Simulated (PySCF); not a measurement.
This PySCF input asks for the NMR shieldings of SMILES ClB(B[C@@H](CB)C#C)Cl, C4H7B3Cl2; the geometry comes from GFN2-xTB.

```python
import basis_set_exchange as bse
import numpy as np
from pyscf import gto, dft
from pyscf.prop import nmr

atoms = """
B    -2.547742   -0.579935   -0.796822
C    -1.420281   -0.712486    0.285481
C     0.002685   -0.342776   -0.151408
B     1.143872   -0.109735    0.918250
B     2.747237   -0.320888    0.537015
Cl    3.636194    0.718640   -0.528128
Cl    3.643843   -1.660664    1.177851
C     0.150535    1.081658   -0.422267
C     0.268846    2.265040   -0.602019
H    -2.317175   -0.181171   -1.871173
H    -3.639071   -0.891391   -0.515248
H    -1.397466   -1.740924    0.660671
H    -1.691750   -0.111313    1.159068
H     0.269643   -0.900805   -1.049804
H     0.785441    0.204155    1.991442
H     0.357591    3.291541   -0.804321
"""
names = dict.fromkeys(["B", "C", "Cl", "H"], "pcSseg-1")
basis = {el: gto.basis.parse(bse.get_basis(n, elements=[el], fmt="nwchem")) for el, n in names.items()}
mol = gto.M(atom=atoms, basis=basis, charge=0, verbose=0)
mf = dft.RKS(mol, xc="PBE0")
mf.grids.level = 2
mf.grids.alignment = dft.numint.BLKSIZE   # the property module wants whole blocks of grid points
mf.conv_tol = 1e-9
mf.kernel()

calc = nmr.RKS(mf)   # GIAO
C = mf.mo_coeff
Co = C[:, mf.mo_occ > 0]
resp = mf.gen_response(singlet=True, hermi=2)
def vind(x):   # induced exchange potential for any number of trial vectors
    d = np.einsum("pi,xij,qj->xpq", C, 2 * x.reshape(-1, C.shape[1], Co.shape[1]), Co, optimize=True)
    return np.einsum("xpq,pi,qj->xij", resp(d - d.transpose(0, 2, 1)), C, Co, optimize=True).ravel()
mo1, _ = nmr.rhf.solve_mo1(calc, with_cphf=vind)
sigma = calc.kernel(mo1)
for i, s in enumerate(sigma):   # ppm
    w = np.linalg.eigvalsh((s + s.T) / 2)
    print("%2d %-2s iso %8.1f  s11 %8.1f  s22 %8.1f  s33 %8.1f" % (i, mol.atom_pure_symbol(i), w.mean(), *w))
```

Task: Give the expected output.

Result: 
```
 0 B  iso      7.2  s11    -70.8  s22    -34.2  s33    126.5
 1 C  iso    145.6  s11    114.8  s22    158.1  s33    164.0
 2 C  iso    148.8  s11    119.9  s22    148.9  s33    177.5
 3 B  iso     45.2  s11    -13.5  s22     28.3  s33    120.9
 4 B  iso     29.2  s11    -42.9  s22     30.4  s33    100.2
 5 Cl iso    600.4  s11    286.2  s22    654.9  s33    860.3
 6 Cl iso    644.6  s11    301.3  s22    666.2  s33    966.2
 7 C  iso    106.5  s11     -9.1  s22     42.4  s33    286.3
 8 C  iso     83.7  s11     -9.9  s22     35.2  s33    225.6
 9 H  iso     23.3  s11     14.0  s22     27.0  s33     29.0
10 H  iso     23.6  s11     16.3  s22     26.7  s33     27.6
11 H  iso     29.5  s11     24.0  s22     28.5  s33     36.1
12 H  iso     29.7  s11     25.0  s22     29.4  s33     34.7
13 H  iso     28.3  s11     24.8  s22     28.2  s33     31.8
14 H  iso     25.6  s11     20.7  s22     26.9  s33     29.2
15 H  iso     29.2  s11     24.0  s22     24.9  s33     38.5
```

These numbers come from an equivalent density-fitted implementation of the same equations, which agrees with the script to about 0.01 ppm for H and up to a few tenths of a ppm for heavy atoms, so last digits may differ.

Size and cost of the density-fitted run: 202 basis functions, 34 s wall time on 1 thread of an Arm Neoverse V2, shared host; peak memory 0.91 GiB.
